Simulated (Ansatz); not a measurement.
Mg5S4I2 was relaxed with r2SCAN-D4 (def2-SVP) in Ansatz in these states: charge +1 doublet, neutral singlet. The geometries follow in no particular order.

In the def2 sets I takes a core potential; there is no spin–orbit coupling.

A:

```csv
atom,x (Å),y (Å),z (Å)
S1,-1.0452,-1.3863,2.2167
S2,1.1543,-0.5050,-0.6907
S3,-2.9653,0.8452,-0.9300
S4,0.6388,2.6522,0.5982
Mg5,-2.7105,-1.0008,0.4258
Mg6,-0.0223,-2.3650,0.2439
Mg7,0.2752,0.4750,1.5427
Mg8,2.5486,1.5550,-0.4157
Mg9,-0.7049,1.3308,-1.0123
I10,-2.1704,-3.5535,-0.8868
I11,5.0017,1.9523,-1.0920
```

B:

```xyz
11

S     0.061    1.382    2.437
S    -1.140   -0.887   -0.293
S     1.299    2.490   -1.513
S     2.239   -1.531   -0.404
Mg    0.335    2.974    0.642
Mg   -1.918    0.935    1.076
Mg    0.883   -0.563    1.338
Mg    0.272   -2.946   -0.683
Mg    0.831    0.131   -1.510
I    -2.362    3.400   -0.017
I    -0.499   -5.385   -1.071
```

Question: Judge from the bond lengths which geometry belongs to which state (an estimate).

Answer: A is the neutral singlet (Mg5–I10 2.921 Å, S3–Mg5 2.305 Å, S2–Mg9 2.633 Å); B is the charge +1 doublet (Mg5–I10 2.809 Å, S3–Mg5 2.410 Å, S2–Mg9 2.531 Å).

At r2SCAN-D4/def2-SVP the gap within one spin of the relaxed charge 1 doublet nearly closes, so an electron or hole may be smeared out by delocalisation error.
